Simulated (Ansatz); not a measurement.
C₃H₆BNO (`CB1COC=N1`) at its PBE0-D4/def2-TZVP geometry, where that method's forces vanish. Charge 0, multiplicity 1.

```xyz
12

C    -1.1722   -1.2675    0.7072
B    -0.3115   -0.1623    0.0301
C     1.1702    0.2928    0.3516
O     1.4039    1.3268   -0.6346
C     0.2776    1.4097   -1.3384
N    -0.7313    0.6636   -1.0856
H    -0.7858   -1.6243    1.6635
H    -1.2249   -2.1304    0.0310
H    -2.2047   -0.9323    0.8386
H     1.3157    0.7363    1.3410
H     1.9370   -0.4758    0.2185
H     0.3260    2.1634   -2.1230
```

Task: What forces (eV/Å) does B3LYP-D4/def2-TZVPP give on these atoms in the Gaussian-basis code of Ansatz? (An estimate is asked.)

Result: Ansatz gave: 
```
C1  -0.037 -0.049  0.016
B2  -0.066 -0.070  0.045
C3   0.086 -0.292  0.365
O4   0.287  0.208 -0.069
C5  -0.155  0.306 -0.415
N6  -0.079 -0.066  0.030
H7  -0.027  0.008 -0.037
H8  -0.004  0.022  0.037
H9   0.041 -0.023  0.007
H10  0.000 -0.032 -0.054
H11 -0.039  0.045  0.017
H12 -0.007 -0.056  0.057
```

B3LYP here is the variant with VWN-RPA as its local correlation; programs differ in this.
